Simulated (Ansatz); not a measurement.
Computed with Ansatz on PBE0-D4/def2-TZVP structures; ΔE is electronic, products minus reactants. CCSD(T)/CBS adds triple-zeta CCSD(T) − MP2 to the extrapolated MP2 energy (def2 sets, frozen cores). This one scheme is used for every species. One conformer a species, not always the lowest.

Reaction (ligand exchange at a B–C bond): `CCBS` + `[OH][AlH][Cl]` → `SB[O][AlH][Cl]` + `CC`

```
         species  SCS-MP2/def2-TZVPP energy (Eh)
          `CCBS`                      -502.74938
 `[OH][AlH][Cl]`                      -778.13774
`SB[O][AlH][Cl]`                     -1201.29492
            `CC`                       -79.64041
```

Work out ΔE.

ΔE = (-1201.29492) + (-79.64041) − (-502.74938) − (-778.13774) = -0.04821 Eh = -1.31 eV. CCSD(T)/CBS gives -1.27 eV.

Largest T1 diagnostic among the species: 0.013.

At CCSD(T), def2-SVP lies −0.20 eV from the extrapolated value and def2-TZVPP −0.01 eV. In def2-TZVPP, CCSD(T) changes the Hartree–Fock value by +0.22 eV (the triples alone add +0.02 eV) and MP2 by +0.23 eV. From PBE to PBE0 (25 % exact exchange), in def2-TZVPP and without D4, ΔE moves by −0.04 eV.
